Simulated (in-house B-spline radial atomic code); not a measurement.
Ionising Tc VII (Tc6+) with different functionals

Computed with a B-spline radial code for spherical atoms: scalar-relativistic (spin-free X2C) Hamiltonian, Fermi nucleus of rms radius 4.41117 fm, spin-polarised at highest spin, spherical fractional occupations for the functionals, the average over the highest-spin determinants for Hartree-Fock. The ionisation energy is the difference of two self-consistent energies, [Kr] 4d1 → [Ar] 3d10 4s2 4p6, without Breit or QED terms; ε is the level of the shell that loses the electron (its least bound occupied spin orbital). There is no spin-orbit coupling in this Hamiltonian.

Hybrids are left out here: with spherical fractional occupations of an open shell their exact exchange keeps a self-interaction that integer-occupation calculations don't have.

```json
{"method": "Hartree-Fock", "rung": "Hartree-Fock", "ΔSCF (eV)": "?", "-ε(4d) (eV)": "?"}
{"method": "LDA VWN5", "rung": "LDA", "ΔSCF (eV)": "89.10", "-ε(4d) (eV)": "80.92"}
{"method": "LDA PW92", "rung": "LDA", "ΔSCF (eV)": "?", "-ε(4d) (eV)": "?"}
{"method": "LDA exchange-only", "rung": "LDA", "ΔSCF (eV)": "87.41", "-ε(4d) (eV)": "79.30"}
{"method": "PBE", "rung": "GGA", "ΔSCF (eV)": "88.95", "-ε(4d) (eV)": "80.79"}
{"method": "PBEsol", "rung": "GGA", "ΔSCF (eV)": "88.91", "-ε(4d) (eV)": "80.76"}
{"method": "BLYP", "rung": "GGA", "ΔSCF (eV)": "88.81", "-ε(4d) (eV)": "80.63"}
{"method": "RPBE", "rung": "GGA", "ΔSCF (eV)": "88.92", "-ε(4d) (eV)": "80.77"}
{"method": "PW91", "rung": "GGA", "ΔSCF (eV)": "89.04", "-ε(4d) (eV)": "80.88"}
{"method": "BP86", "rung": "GGA", "ΔSCF (eV)": "88.97", "-ε(4d) (eV)": "80.82"}
{"method": "AM05", "rung": "GGA", "ΔSCF (eV)": "88.91", "-ε(4d) (eV)": "80.75"}
{"method": "OLYP", "rung": "GGA", "ΔSCF (eV)": "89.31", "-ε(4d) (eV)": "81.13"}
{"method": "TPSS", "rung": "meta-GGA", "ΔSCF (eV)": "88.76", "-ε(4d) (eV)": "80.63"}
{"method": "SCAN", "rung": "meta-GGA", "ΔSCF (eV)": "88.33", "-ε(4d) (eV)": "80.41"}
{"method": "r2SCAN", "rung": "meta-GGA", "ΔSCF (eV)": "88.36", "-ε(4d) (eV)": "80.43"}
{"method": "M06-L", "rung": "meta-GGA", "ΔSCF (eV)": "88.44", "-ε(4d) (eV)": "80.39"}
{"method": "revTPSS", "rung": "meta-GGA", "ΔSCF (eV)": "88.68", "-ε(4d) (eV)": "80.56"}
```

Task: What does Hartree-Fock give?

Result: ΔSCF 87.66 eV, and -ε(4d) = 88.16 eV.

Task: What does LDA PW92 give?

Result: ΔSCF 89.09 eV, and -ε(4d) = 80.91 eV.

Task: How do they compare with the NIST value?

Result: NIST lists 88 eV ± 2 (tabulated theory, ground level to ground level). Errors run from -0.59 to +1.31 eV; all lie within about twice that uncertainty, so the table can't rank the methods. Hartree-Fock also lacks correlation.
